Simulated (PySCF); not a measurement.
**Unknowns**

No solvent model, rapidly exchanging positions averaged, non-relativistic, one computed conformer. PBE0-D3(BJ)/def2-SVP structure; σ from GIAO-PBE0/pcSseg-1; couplings computed with B3LYP/pcJ-1 (spin–dipole term left out of most H,H and C,H couplings); PySCF 2.14.0 with density-fitted response routines.

Shifts are taken against calculated references (same method and geometry level): $^{1}$H and $^{13}$C vs TMS. Multiplet labels drop J under 1 Hz and among equivalent protons, and merge close values. Unscaled 3J(H,H) run several per cent high. Where no couplings were computed, multiplicities follow the n + 1 count of equivalent neighbours, and m marks all less simple cases (inequivalent or close neighbours, rings, F or P nearby). Acid and N–H amide carbonyl carbons lie up to 10 ppm further downfield in solution (hydrogen bonding). Shifts are as computed. Against solution values, carbons near 30 ppm lie about +2 ppm off and those near 130 ppm about +5 ppm. Of 1211 compounds with measured shifts, 218 miss one by over three times the rms of a fit or turn the order of signals round; such compounds aren't used in these exercises. Groups on amide-type nitrogens are kept apart (slow C–N rotation). OH and NH positions are gas-phase values without hydrogen bonding to other molecules.

**Question.** C3H8O4SSi. $^{1}$H NMR (400 MHz, computed): δ 4.84 (s, 3H), 3.64 (s, 2H), 2.98 (s, 3H). $^{13}$C{$^{1}$H} NMR (computed): δ 172.2 (C), 64.0 (CH2), 43.6 (CH3). Identify the compound.

**Answer.** `CS(=O)(=O)CC(=O)O[SiH3]`. Rings plus π bonds: 1. 3 carbon signals for 3 carbons: no two carbons are equivalent. Carbon types of the structure: 1 × C, 1 × CH2, 1 × CH3, leaving 3 H on heteroatoms. δC 172.2: carbonyl carbon. δC 64.0: sp3 CH2 bonded to S, α to a carbonyl. δC 43.6: methyl carbon bonded to S. δH 3.64: hydrogen on an sp3 CH2 bonded to S, α to a carbonyl.

This is the structure that produced the data.

**Question.** C3H4N2O. $^{1}$H NMR (600 MHz, computed): δ 6.03 (br, 1H), 4.54 (br, 1H), 2.84 (s, 2H). $^{13}$C{$^{1}$H} NMR (computed): δ 160.5 (C), 122.0 (C), 24.2 (CH2). Give a structure.

**Answer.** `InChI=1S/C3H4N2O/c4-2-1-3(5)6/h1H2,(H2,5,6)`. The formula gives 3 degrees of unsaturation (no ring in the answer). 3 carbon signals for 3 carbons: no two carbons are equivalent. Carbon types of the structure: 2 × C, 1 × CH2, leaving 2 H on heteroatoms. δC 160.5: amide carbonyl carbon; it is a carbonyl in resonance with an O or N lone pair, the region of acids, esters and amides. δC 122.0: nitrile carbon; C≡N carbons fall here, among the sp2 signals but without a proton. δC 24.2: sp3 CH2 α to a carbonyl; the adjacent C=O deshields it moderately. δH 6.03, 4.54: hydrogen on an amide-type nitrogen; exchangeable; this is the value without hydrogen bonding to other molecules.

This is the structure that produced the data.
